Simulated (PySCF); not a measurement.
Molfile (atoms numbered from 1):
```
C3H7NOSi
     RDKit          3D

 13 13  0  0  0  0  0  0  0  0999 V2000
    2.2318    1.2772    1.1195 O   0  0  0  0  0  0  0  0  0  0  0  0
    2.3733    0.2398    0.5151 C   0  0  0  0  0  0  0  0  0  0  0  0
    1.3914   -0.3084   -0.2551 N   0  0  0  0  0  0  0  0  0  0  0  0
   -0.1494    0.5399   -0.4181 Si  0  0  0  0  0  4  0  0  0  0  0  0
   -1.6075   -0.5556   -0.7246 C   0  0  0  0  0  0  0  0  0  0  0  0
   -1.5484    0.0809    0.6902 C   0  0  0  0  0  0  0  0  0  0  0  0
    3.3220   -0.3481    0.5387 H   0  0  0  0  0  0  0  0  0  0  0  0
    1.5963   -1.1781   -0.7346 H   0  0  0  0  0  0  0  0  0  0  0  0
   -0.0364    1.8778   -1.0347 H   0  0  0  0  0  0  0  0  0  0  0  0
   -2.4175   -0.2145   -1.3792 H   0  0  0  0  0  0  0  0  0  0  0  0
   -1.4772   -1.6433   -0.7720 H   0  0  0  0  0  0  0  0  0  0  0  0
   -2.3204    0.8208    0.9295 H   0  0  0  0  0  0  0  0  0  0  0  0
   -1.3544   -0.6056    1.5218 H   0  0  0  0  0  0  0  0  0  0  0  0
  1  2  2  0
  2  3  1  0
  3  4  1  0
  4  5  1  0
  5  6  1  0
  6  4  1  0
  2  7  1  0
  3  8  1  0
  4  9  1  0
  5 10  1  0
  5 11  1  0
  6 12  1  0
  6 13  1  0
M  END
```

Computational details: NMR shieldings at PBE/pcSseg-2/GIAO, geometry from PBE0-D3(BJ)/def2-SVP, in PySCF (one computed conformer, no relativistic terms, no solvent, equivalent nuclei averaged).

δ = σ(ref) − σ, references computed at the same level: 13C, 1H, 29Si against TMS; H2O for 17O; NH3 for 15N.

```tsv
atoms	nucleus	count	δ (ppm)
H9	1H	1	4.43
H10/H12	1H	2	0.66
Si4	29Si	1	-102.1
H11/H13	1H	2	?
C5/C6	13C	2	-4.1
N3	15N	1	135.3
H8	1H	1	4.68
O1	17O	1	?
H7	1H	1	8.73
C2	13C	1	?
```

Problem. Complete the table.

Solution. 
- C2: 168.5 ppm, amide carbonyl carbon; it is a carbonyl in resonance with an O or N lone pair, the region of acids, esters and amides
- H11/H13: 0.63 ppm, hydrogen on a three-membered-ring carbon; cyclopropane-type protons are shielded by the ring
- O1: 447.7 ppm, amide-type carbonyl oxygen

The OH or NH signal is concentration- and solvent-dependent in practice; the value given is the gas-phase one. Shifts are as computed, not scaled to solution data. Of 1313 compounds with measured shifts, 239 miss one by over three times the rms of a fit or turn the order of signals round; such compounds aren't used in these exercises. Hydrogen bonding in solution shields acid and N–H amide carbonyl oxygens by tens of ppm. The C=O carbon of an acid or of an amide with N–H lies up to 10 ppm further downfield in solution, through hydrogen bonding that the calculation lacks. Unscaled 17O shifts of doubly bonded oxygen tend to come out too high, by tens of ppm or more. Experimental scales use liquid or dissolved standards, which lie at an offset from isolated NH3 (liquid NH3: subtract about 20 ppm) and H2O (liquid H2O: subtract about 36 ppm).
